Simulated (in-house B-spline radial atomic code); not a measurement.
Configurations of the terbium ion Tb⁷⁺, with energies counted from [Kr] 4d10 4f7 5s2 5p3. Method: scalar-relativistic (X2C) B97-1, spin-polarised, spherical fractional occupations, Fermi nucleus of rms radius 5.06 fm. Calculated with an all-electron radial atomic-structure program (B-spline basis). Caution: exact exchange at fractional occupations of open shells leaves self-interaction of up to several eV. Shells without spins written out take the highest spin.

Occupations are held fixed; configurations that lie above the ionisation limit could autoionise.

```
                                                               configuration  E - E(ref) (eV)  highest orbital  its <r> (bohr)
                                                       [Kr] 4d10 4f6 5s2 5p4           3.9322          5p down           1.363
                             [Kr] 4d10 4f(7 up, 0 down) 5s2 5p(2 up, 1 down)            7.532          5p down            1.38
                             [Kr] 4d10 4f(3 up, 4 down) 5s2 5p(1 up, 2 down)           31.907            4f up          0.7488
                                                   [Kr] 4d10 4f6 5s2 5p3 5d1           35.571            5d up           1.602
                                                   [Kr] 4d10 4f7 5s2 5p2 5d1           39.189            5d up           1.632
                             [Kr] 4d10 4f(4 up, 4 down) 5s2 5p(0 up, 2 down)           40.225            4f up          0.7662
                                                    [Kr] 4d9 4f7 5s2 5p3 6s1            192.6            6s up           2.329
[Kr] 4d(5 up, 4 down) 4f(7 up, 0 down) 5s2 5p(2 up, 1 down) 6f(1 up, 0 down)           238.12            6f up           4.006
```

(1) Order these further configurations by energy, lowest first.
A. [Kr] 4d(5 up, 4 down) 4f(5 up, 2 down) 5s2 5p(2 up, 1 down) 6d(1 up, 0 down)
B. [Kr] 4d9 4f7 5s2 5p3 6f1
C. [Kr] 4d10 4f6 5s2 5p3 6s1
D. [Kr] 4d10 4f6 5s2 5p3 5f1
E. [Kr] 4d10 4f6 5s2 5p3 6f1

(2) How far above the reference does [Kr] 4d10 4f7 5s2 5p2 6s1 lie?

(3) How far above the reference does [Kr] 4d10 4f(0 up, 6 down) 5s2 5p(1 up, 2 down) 6s(1 up, 0 down) lie?

(4) How far above the reference does [Kr] 4d10 4f8 5s2 5p2 lie?

## Answers

(1) C (52.185 eV), D (70.609 eV), E (89.599 eV), B (230.08 eV), A (248.44 eV).

(2) 54.513 eV; its least bound orbital is 6s up with <r> = 2.357 bohr.

(3) 60.521 eV; its least bound orbital is 6s up with <r> = 2.361 bohr.

(4) 20.971 eV; its least bound orbital is 4f down with <r> = 0.7859 bohr.
